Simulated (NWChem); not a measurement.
# Si2H4SF2; SMILES S([SiH2]F)[SiH2]F

```xyz
9

Si    -1.5054    -0.6054     0.1798
F     -2.3424     0.6806     0.7060
S      0.0000     0.0000    -1.2110
Si     1.5054     0.6054     0.1798
F      2.3424    -0.6806     0.7060
H     -0.8901    -1.2443     1.3717
H     -2.4337    -1.4979    -0.5556
H      0.8901     1.2443     1.3717
H      2.4337     1.4979    -0.5556
```
Atoms are numbered in this order, from 1.

Results from NWChem. Pople sets run with spherical d functions. Medium grid unless said otherwise, to which SCAN and Minnesota functionals are sensitive. Coordinates come from a PBE0/def2-SVP optimisation.

For level OLYP/6-31G*:

| Item | Result |
|---|---|
| highest occupied level (eV) | -6.83 |
| orbital gap (eV) | 6.22 |

Question: How do the values read with level r2SCAN0/6-31G* instead?

Answer: 
* **highest occupied level (eV)**: -8.47
* **orbital gap (eV)**: 8.76
